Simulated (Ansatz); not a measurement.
`CC(F)C(F)F` + `BN` → `BNC(C)F` + `FCF`  (substitution at a C–C bond)

Computed with Ansatz on PBE0-D4/def2-TZVP structures; ΔE is electronic, products minus reactants. CCSD(T)/CBS adds triple-zeta CCSD(T) − MP2 to the extrapolated MP2 energy (def2 sets, frozen cores). This one scheme is used for every species. Functionals use def2-TZVPP. One conformer a species, not always the lowest.

```json
{"level": "revPBE-D4", "ΔE (kJ/mol)": "12.9", "difference from CCSD(T)/CBS": "-5.4"}
{"level": "B2PLYP", "ΔE (kJ/mol)": "16.0", "difference from CCSD(T)/CBS": "-2.3"}
{"level": "revPBE", "ΔE (kJ/mol)": "13.9", "difference from CCSD(T)/CBS": "-4.4"}
{"level": "PBE0", "ΔE (kJ/mol)": "16.9", "difference from CCSD(T)/CBS": "-1.4"}
{"level": "CAM-B3LYP", "ΔE (kJ/mol)": "17.8", "difference from CCSD(T)/CBS": "-0.5"}
{"level": "HF/def2-SVP", "ΔE (kJ/mol)": "14.9", "difference from CCSD(T)/CBS": "-3.4"}
{"level": "HF/def2-TZVPP", "ΔE (kJ/mol)": "15.3", "difference from CCSD(T)/CBS": "-3.0"}
{"level": "SCS-MP2/def2-TZVPP", "ΔE (kJ/mol)": "14.9", "difference from CCSD(T)/CBS": "-3.4"}
{"level": "CCSD/def2-TZVPP", "ΔE (kJ/mol)": "17.5", "difference from CCSD(T)/CBS": "-0.8"}
{"level": "HF/def2-QZVPP", "ΔE (kJ/mol)": "14.7", "difference from CCSD(T)/CBS": "-3.6"}
{"level": "CCSD(T)/CBS", "ΔE (kJ/mol)": "18.3", "difference from CCSD(T)/CBS": "0"}
```

Largest T1 diagnostic among the species: 0.012.

Leaving LDA and LC-ωPBE aside and taking each functional with its dispersion term where it has one, the values, not all of them listed here, spread over 9.3 kJ/mol, from revPBE-D4 to B97M-V. LDA lies +3.7 kJ/mol from PBE without D4.
